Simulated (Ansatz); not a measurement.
Ideal-gas functions of C₂H₄OSeSi (`O=C([SiH3])C=[Se]`) at 800 K and 1 bar, from an Ansatz frequency run at PBE0-D4/def2-TZVP.

Molar mass 151.1 g/mol, point group Cs (symmetry number 1), electronic degeneracy 1, moments of inertia 115.095, 361.253, 470.364 u Å². Harmonic wavenumbers (cm⁻¹, unscaled): 63, 116, 154, 344, 358, 374, 541, 634, 638, 850, 887, 921, 948, 948, 1155, 1263, 1726, 2238, 2250, 2255, 3141.

Use S(trans) = R[1.5 ln M + 2.5 ln T − 1.1517]; rotational temperatures θ = 24.2544 K / I; S(rot) = R[ln(√π/σ · √(T³/θAθBθC)) + 1.5]; for each mode x = 1.438777 ν̃/T, S = R[x/(eˣ − 1) − ln(1 − e⁻ˣ)] and H = RT x/(eˣ − 1); 1 cm⁻¹ = 0.0119627 kJ/mol; R = 8.31446 J/(mol·K).

By hand: the entropy, in J/(mol·K).

Translation 192.0. Rotation: θ = 0.2107, 0.0671, 0.0516 K, giving 130.6. Vibration, mode by mode: 26.43, 21.36, 19.02, 12.44, 12.12, 11.77, 8.86, 7.66, 7.61, 5.55, 5.26, 5.01, 4.82, 4.82, 3.59, 3.08, 1.59, 0.76, 0.75, 0.74, 0.20, in all 163.4. Electronic 0.0. Sum 486.0 J/(mol·K).

By hand: H − E and G − E in kJ/mol, counted from the electronic energy.

Zero-point energy ½ × 21804 × 0.0119627 = 130.4; thermal vibration 62.7; translation, rotation and pV give 4 RT = 26.6. H − E = 219.7 kJ/mol, and G − E = 219.7 − 800 × 486.0/1000 = -169.1 kJ/mol.

Vibration gives 34 % of the entropy, 47.8 J/(mol·K) of it from the modes under 150 cm⁻¹: soft modes count most, and the harmonic formula is weakest for them. The sum counts one conformer and one mirror image; others add a mixing term.
